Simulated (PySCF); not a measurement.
# Hartree-Fock beside MP2: AlCH3O

All numbers below are calculated, not measured. The program is PySCF 2.14.0, an open-source quantum chemistry code, run on an isolated molecule that a program drew, which may never have been made. The molecule is AlCH3O (charge 0, singlet), drawn as the SMILES string `[CH3][Al]=[O]`.

The geometry was optimised and harmonic frequencies were computed with HF and MP2, all in the cc-pV(D+d)Z basis, for the commonest isotopes, with a restricted reference for singlets and an unrestricted one otherwise, and a frozen core in MP2. Each result is a local minimum of its method.

Geometry at the HF minimum:
```xyz
6
AlCH3O, angstrom
C     0.4516   -0.2365   -3.0237
Al   -1.2220    0.1416   -2.1155
O    -2.5789    0.4482   -1.3793
H     0.9759   -1.0603   -2.5331
H     0.2682   -0.5152   -4.0643
H     1.1012    0.6422   -3.0111
```

Lengths of the bonds as drawn, in Å (atoms numbered as above):
```
  bond     HF    MP2
C1-Al2  1.941  1.950
Al2-O3  1.574  1.629
 C1-H4  1.093  1.103
 C1-H5  1.093  1.103
 C1-H6  1.093  1.103
```

Rotational constants, in GHz:
| constant | HF | MP2 |
|---|---|---|
| A | 159.6 | 156.4 |
| B | 4.94 | 4.776 |
| C | 4.94 | 4.776 |

Harmonic frequencies in cm^-1, each column in rising order, so a row needn't be the same motion in every method:
```
rank,HF,MP2
1,199,168
2,199,168
3,610,586
4,737,685
5,737,685
6,1212,?
7,1333,1221
8,1539,1444
9,1539,1444
10,3171,3088
11,3264,3200
12,3264,3200
```

**Estimate the missing MP2 frequency from the HF column.**

A single factor s that minimises the squared misfit of MP2 against s times HF over the other rows is sum(HF x MP2) / sum(HF^2) = 0.9689, with an rms misfit of 37 cm^-1. For rank 6 it gives 0.9689 x 1212 = 1174 cm^-1. The calculation gives 1063 cm^-1, 111 cm^-1 below the estimate. The drawn bonds are on average 1.3 % longer in MP2 than in HF.
